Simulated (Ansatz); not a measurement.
BeH2 (SMILES [BeH2]) moved off its minimum; all values from Ansatz (a program for electronic structure), cores frozen in correlated methods.
(charge 0, multiplicity 1)
```xyz
3

Be     0.0442     0.0644    -0.0540
H     -0.0175     0.0917     1.4952
H     -0.0309     0.1020    -1.3625
```

Question: Give the forces (eV/Å), the total energy and the dipole at CCSD(T)/aug-cc-pVTZ.

Answer: 
| atom | Fx | Fy | Fz |
|---|---|---|---|
| Be1 | -0.242 | 0.112 | 2.462 |
| H2 | 0.166 | -0.076 | -2.120 |
| H3 | 0.076 | -0.036 | -0.343 |
Energy -15.8391 hartree, dipole 0.47 D.
